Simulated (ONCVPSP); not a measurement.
**Logarithmic derivatives: Co, ONCV**

```
Element                 : cobalt (Co)
Generator               : ONCVPSP 4.0.1
Type                    : optimised norm-conserving Vanderbilt (ONCV)
Functional              : PBEsol
Relativity              : scalar-relativistic
Frozen core             : [Ne]
Valence charge          : 17
Reference configuration : 3s2 3p6 3d7 4s2
Partial waves           : 3s+4s: rc 1.55 bohr, ncon 4, nbas 9, qcut 8.2 1/bohr, 2 projectors; 3p: rc 1.25 bohr, ncon 4, nbas 9, qcut 13.9 1/bohr, 2 projectors, debl 0.4 Ha; 3d: rc 1.10 bohr, ncon 3, nbas 7, qcut 13.7 1/bohr, 2 projectors, debl 3.7 Ha
Local potential         : polynomial inside 1.10 bohr (lpopt 5, dvloc0 0 Ha)
Core correction         : Teter function, fcfact 3.25, rcfact 1.25
```

In the p channel the program set the typed energies aside and used -2.407, 0.250 Ha.

The phase is arctan(r·R′/R) of the radial function R(r), unwrapped; energies in Ha, scanned from -5 to 5 Ha. A pole is an energy at which the radial function vanishes at the test radius. The pseudo phase is shifted by a multiple of π to meet the all-electron one at the reference energy, and phase errors are pseudo minus all-electron; the curves can meet again beyond the range given. Levels narrower than the energy grid can be missing from the lists of poles.

Q: For each channel, where are the poles, and over which energies does the pseudopotential scatter like the atom?

A:

```tsv
channel	radius (bohr)	reference energy (Ha)	poles, all-electron	poles, pseudo	unbroken range about the reference energy with phases within 0.05 rad	phase error 1 Ha above the reference energy (rad)
s	1.57	-0.20	-3.58	-3.58	the whole range	-0.001
p	1.27	-2.41	-1.49	-1.49	the whole range	-0.000
d	1.12	-0.30	1.45	1.45	the whole range	+0.000
```

Phases in the d channel:

```csv
E (Ha),all-electron,pseudo
-4.96,1.145,1.145
-4.48,1.106,1.107
-4.00,1.056,1.057
-3.52,0.990,0.990
-3.04,0.896,0.896
-2.56,0.755,0.755
-2.08,0.526,0.526
-1.60,0.148,0.148
-1.12,-0.374,-0.374
-0.64,-0.840,-0.840
-0.16,-1.141,-1.141
0.32,-1.327,-1.327
0.80,-1.451,-1.451
1.28,-1.542,-1.542
1.76,-1.617,-1.617
2.24,-1.682,-1.682
2.72,-1.746,-1.746
3.20,-1.812,-1.812
3.68,-1.886,-1.886
4.16,-1.978,-1.978
4.64,-2.098,-2.098
```
